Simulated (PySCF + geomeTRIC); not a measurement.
The multiplicity is imposed and other spin states were not computed.

Calculation: TPSS-D3(BJ)/def2-SVP run with PySCF + geomeTRIC. fastk is a local helper that only speeds up exchange builds. No frequencies were computed at this level.

```python
import json, numpy as np
from pyscf import gto, dft
from fastk import lowrank_exchange
atoms = """
Cd    -0.618709     0.133716    -0.063029
O      0.337972     0.184184    -1.751875
H     -0.174526     0.240679    -2.562472
S      0.372739    -0.000337     2.080507
H     -0.735923     0.001966     2.811512
"""
def scf(charge, spin, dm0=None):
    mol = gto.M(atom=atoms, basis='def2-svp', ecp={'Cd': 'def2-svp'}, charge=charge, spin=spin, verbose=3, max_memory=5040)
    mf = dft.KS(mol, xc='tpss').density_fit(auxbasis="def2-universal-jkfit")
    mf.disp = 'd3bj'
    mf.grids.level = 3
    mf.conv_tol = 1e-8
    mf.max_cycle = 120
    mf.level_shift = 0.25
    mf.kernel(dm0)
    if not mf.converged:
        mf = mf.newton().run(mf.mo_coeff, mf.mo_occ).undo_soscf()
    return mf
mf = scf(0, 0)
from pyscf.geomopt.geometric_solver import kernel as optimize
path = []
done, mol = optimize(mf, maxsteps=120, assert_convergence=False, callback=lambda env: path.append((env["energy"], bool(env["g_scanner"].converged))))
res = dict(converged=bool(done and path[-1][1]), energy=path[-1][0], path=[e for e, c in path], xyz=mol.atom_coords(unit="Angstrom").tolist(), nao=mol.nao)
json.dump(res, open("result.json", "w"))
```

Output:

```
converged SCF energy = -642.131413211941
Geometry optimization cycle 1
converged SCF energy = -642.131413243491
cycle 1: E = -642.131413243  dE = -642.131  norm(grad) = 0.0344418
Geometry optimization cycle 2
converged SCF energy = -642.13881438407
cycle 2: E = -642.138814384  dE = -0.00740114  norm(grad) = 0.0174142
Geometry optimization cycle 3
converged SCF energy = -642.145526126061
cycle 3: E = -642.145526126  dE = -0.00671174  norm(grad) = 0.0207413
Geometry optimization cycle 4
converged SCF energy = -642.151162124565
cycle 4: E = -642.151162125  dE = -0.005636  norm(grad) = 0.0148015
Geometry optimization cycle 5
converged SCF energy = -642.152438595365
cycle 5: E = -642.152438595  dE = -0.00127647  norm(grad) = 0.00625853
Geometry optimization cycle 6
converged SCF energy = -642.152608882752
cycle 6: E = -642.152608883  dE = -0.000170287  norm(grad) = 0.00189025
Geometry optimization cycle 7
converged SCF energy = -642.152635745208
cycle 7: E = -642.152635745  dE = -2.68625e-05  norm(grad) = 0.000547083
Geometry optimization cycle 8
converged SCF energy = -642.152636845316
cycle 8: E = -642.152636845  dE = -1.10011e-06  norm(grad) = 0.000277387
Geometry optimization cycle 9
converged SCF energy = -642.152640864334
cycle 9: E = -642.152640864  dE = -4.01902e-06  norm(grad) = 0.000737991
Geometry optimization cycle 10
converged SCF energy = -642.152656695128
cycle 10: E = -642.152656695  dE = -1.58308e-05  norm(grad) = 0.0032276
Geometry optimization cycle 11
converged SCF energy = -642.152697906235
cycle 11: E = -642.152697906  dE = -4.12111e-05  norm(grad) = 0.00132556
Geometry optimization cycle 12
converged SCF energy = -642.152849846458
cycle 12: E = -642.152849846  dE = -0.00015194  norm(grad) = 0.00578244
Geometry optimization cycle 13
converged SCF energy = -642.152944699019
cycle 13: E = -642.152944699  dE = -9.48526e-05  norm(grad) = 0.0155995
Geometry optimization cycle 14
converged SCF energy = -642.153159670015
cycle 14: E = -642.15315967  dE = -0.000214971  norm(grad) = 0.00947822
Geometry optimization cycle 15
converged SCF energy = -642.153521995861
cycle 15: E = -642.153521996  dE = -0.000362326  norm(grad) = 0.00430176
Geometry optimization cycle 16
converged SCF energy = -642.153704890671
cycle 16: E = -642.153704891  dE = -0.000182895  norm(grad) = 0.00296477
Geometry optimization cycle 17
converged SCF energy = -642.153779073396
cycle 17: E = -642.153779073  dE = -7.41827e-05  norm(grad) = 0.0011082
Geometry optimization cycle 18
converged SCF energy = -642.153781900135
cycle 18: E = -642.1537819  dE = -2.82674e-06  norm(grad) = 0.00107544
Geometry optimization cycle 19
converged SCF energy = -642.153784837715
cycle 19: E = -642.153784838  dE = -2.93758e-06  norm(grad) = 0.00109429
Geometry optimization cycle 20
converged SCF energy = -642.153785257966
cycle 20: E = -642.153785258  dE = -4.20252e-07  norm(grad) = 0.00108966
Geometry optimization cycle 21
converged SCF energy = -642.153785708137
cycle 21: E = -642.153785708  dE = -4.5017e-07  norm(grad) = 0.00105851
Geometry optimization cycle 22
converged SCF energy = -642.153786153516
cycle 22: E = -642.153786154  dE = -4.45379e-07  norm(grad) = 0.00104416
Geometry optimization cycle 23
converged SCF energy = -642.153787661743
cycle 23: E = -642.153787662  dE = -1.50823e-06  norm(grad) = 0.00102706
Geometry optimization cycle 24
converged SCF energy = -642.153790647946
cycle 24: E = -642.153790648  dE = -2.9862e-06  norm(grad) = 0.00107672
Geometry optimization cycle 25
converged SCF energy = -642.153793509949
cycle 25: E = -642.15379351  dE = -2.862e-06  norm(grad) = 0.00130372
Geometry optimization cycle 26
converged SCF energy = -642.153801196238
cycle 26: E = -642.153801196  dE = -7.68629e-06  norm(grad) = 0.00111797
Geometry optimization cycle 27
converged SCF energy = -642.153813433669
cycle 27: E = -642.153813434  dE = -1.22374e-05  norm(grad) = 0.000456314
Geometry optimization cycle 28
converged SCF energy = -642.153817802722
cycle 28: E = -642.153817803  dE = -4.36905e-06  norm(grad) = 8.03e-05
Geometry optimization cycle 29
converged SCF energy = -642.153818305225
cycle 29: E = -642.153818305  dE = -5.02503e-07  norm(grad) = 7.71424e-05
Geometry optimization cycle 30
converged SCF energy = -642.153818305565
cycle 30: E = -642.153818306  dE = -3.40492e-10  norm(grad) = 6.69864e-05
<class 'geometric.internal.Distance'> : 4
<class 'geometric.internal.Angle'> : 3
<class 'geometric.internal.Dihedral'> : 2
<class 'geometric.internal.TranslationX'> : 1
<class 'geometric.internal.TranslationY'> : 1
<class 'geometric.internal.TranslationZ'> : 1
<class 'geometric.internal.RotationA'> : 1
<class 'geometric.internal.RotationB'> : 1
<class 'geometric.internal.RotationC'> : 1
Step    0 : Gradient = 1.540e-02/2.030e-02 (rms/max) Energy = -642.1314132435
Step    1 : Displace = 1.015e-01/1.188e-01 (rms/max) Trust = 1.000e-01 (=) Grad = 7.788e-03/1.513e-02 (rms/max) E (change) = -642.1388143841 (-7.401e-03) Quality = 1.202
Step    2 : Displace = 1.426e-01/2.403e-01 (rms/max) Trust = 1.414e-01 (+) Grad = 9.276e-03/1.318e-02 (rms/max) E (change) = -642.1455261261 (-6.712e-03) Quality = 1.343
Step    3 : Displace = 1.981e-01/3.230e-01 (rms/max) Trust = 2.000e-01 (+) Grad = 6.619e-03/7.343e-03 (rms/max) E (change) = -642.1511621246 (-5.636e-03) Quality = 1.016
Step    4 : Displace = 1.462e-01/1.948e-01 (rms/max) Trust = 2.828e-01 (+) Grad = 2.799e-03/4.024e-03 (rms/max) E (change) = -642.1524385954 (-1.276e-03) Quality = 0.982
Step    5 : Displace = 1.342e-02/2.554e-02 (rms/max) Trust = 3.000e-01 (+) Grad = 8.453e-04/1.311e-03 (rms/max) E (change) = -642.1526088828 (-1.703e-04) Quality = 1.330
Step    6 : Displace = 7.881e-03/1.036e-02 (rms/max) Trust = 3.000e-01 (=) Grad = 2.447e-04/3.919e-04 (rms/max) E (change) = -642.1526357452 (-2.686e-05) Quality = 1.007
Step    7 : Displace = 1.421e-03/1.856e-03 (rms/max) Trust = 3.000e-01 (=) Grad = 1.241e-04/2.044e-04 (rms/max) E (change) = -642.1526368453 (-1.100e-06) Quality = 1.769
Step    8 : Displace = 8.471e-03/1.099e-02 (rms/max) Trust = 3.000e-01 (=) Grad = 3.300e-04/5.311e-04 (rms/max) E (change) = -642.1526408643 (-4.019e-06) Quality = 1.665
Step    9 : Displace = 3.109e-02/4.024e-02 (rms/max) Trust = 3.000e-01 (=) Grad = 1.443e-03/2.382e-03 (rms/max) E (change) = -642.1526566951 (-1.583e-05) Quality = 2.341
Step   10 : Displace = 9.735e-03/1.293e-02 (rms/max) Trust = 3.000e-01 (=) Grad = 5.928e-04/1.027e-03 (rms/max) E (change) = -642.1526979062 (-4.121e-05) Quality = 1.735
Step   11 : Displace = 6.259e-02/8.143e-02 (rms/max) Trust = 3.000e-01 (=) Grad = 2.586e-03/3.846e-03 (rms/max) E (change) = -642.1528498465 (-1.519e-04) Quality = 1.495
Step   12 : Displace = 1.453e-01/1.965e-01 (rms/max) Trust = 3.000e-01 (=) Grad = 6.976e-03/1.093e-02 (rms/max) E (change) = -642.1529446990 (-9.485e-05) Quality = 0.543
Step   13 : Displace = 4.351e-02/6.060e-02 (rms/max) Trust = 3.000e-01 (=) Grad = 4.239e-03/6.841e-03 (rms/max) E (change) = -642.1531596700 (-2.150e-04) Quality = 1.310
Step   14 : Displace = 4.241e-02/5.440e-02 (rms/max) Trust = 3.000e-01 (=) Grad = 1.924e-03/3.334e-03 (rms/max) E (change) = -642.1535219959 (-3.623e-04) Quality = 1.649
Step   15 : Displace = 1.469e-01/1.979e-01 (rms/max) Trust = 3.000e-01 (=) Grad = 1.326e-03/1.597e-03 (rms/max) E (change) = -642.1537048907 (-1.829e-04) Quality = 0.525
Step   16 : Displace = 6.154e-02/8.435e-02 (rms/max) Trust = 3.000e-01 (=) Grad = 4.956e-04/8.812e-04 (rms/max) E (change) = -642.1537790734 (-7.418e-05) Quality = 0.906
Step   17 : Displace = 3.510e-03/4.642e-03 (rms/max) Trust = 3.000e-01 (=) Grad = 4.809e-04/8.929e-04 (rms/max) E (change) = -642.1537819001 (-2.827e-06) Quality = 1.656
Step   18 : Displace = 5.584e-03/6.792e-03 (rms/max) Trust = 3.000e-01 (=) Grad = 4.894e-04/9.210e-04 (rms/max) E (change) = -642.1537848377 (-2.938e-06) Quality = 1.011
Step   19 : Displace = 1.647e-03/2.436e-03 (rms/max) Trust = 3.000e-01 (=) Grad = 4.873e-04/9.116e-04 (rms/max) E (change) = -642.1537852580 (-4.203e-07) Quality = 0.859
Step   20 : Displace = 2.604e-03/3.772e-03 (rms/max) Trust = 3.000e-01 (=) Grad = 4.734e-04/8.952e-04 (rms/max) E (change) = -642.1537857081 (-4.502e-07) Quality = 0.521
Step   21 : Displace = 1.359e-03/1.996e-03 (rms/max) Trust = 3.000e-01 (=) Grad = 4.670e-04/8.766e-04 (rms/max) E (change) = -642.1537861535 (-4.454e-07) Quality = 0.648
Step   22 : Displace = 2.554e-03/3.699e-03 (rms/max) Trust = 3.000e-01 (=) Grad = 4.593e-04/8.435e-04 (rms/max) E (change) = -642.1537876617 (-1.508e-06) Quality = 0.625
Step   23 : Displace = 3.858e-03/5.328e-03 (rms/max) Trust = 3.000e-01 (=) Grad = 4.815e-04/8.054e-04 (rms/max) E (change) = -642.1537906479 (-2.986e-06) Quality = 0.553
Step   24 : Displace = 6.571e-03/9.938e-03 (rms/max) Trust = 3.000e-01 (=) Grad = 5.830e-04/8.441e-04 (rms/max) E (change) = -642.1537935099 (-2.862e-06) Quality = 0.229
Step   25 : Displace = 3.401e-03/5.235e-03 (rms/max) Trust = 3.286e-03 (-) Grad = 5.063e-04/7.527e-04 (rms/max) E (change) = -642.1538011962 (-7.686e-06) Quality = 0.808
Step   26 : Displace = 4.702e-03/6.980e-03 (rms/max) Trust = 4.647e-03 (+) Grad = 2.126e-04/3.150e-04 (rms/max) E (change) = -642.1538134337 (-1.224e-05) Quality = 1.040
Step   27 : Displace = 7.110e-03/9.305e-03 (rms/max) Trust = 6.571e-03 (+) Grad = 3.236e-05/4.109e-05 (rms/max) E (change) = -642.1538178027 (-4.369e-06) Quality = 1.086
Step   28 : Displace = 3.737e-03/5.222e-03 (rms/max) Trust = 9.293e-03 (+) Grad = 1.212e-05/1.985e-05 (rms/max) E (change) = -642.1538183052 (-5.025e-07) Quality = 1.644
Step   29 : Displace = 1.342e-04/2.085e-04 (rms/max) Trust = 1.314e-02 (+) Grad = 6.031e-06/6.950e-06 (rms/max) E (change) = -642.1538183056 (-3.405e-10) Quality = 0.075
Converged! =D
```

Cost: very roughly 2.0 core-minutes.
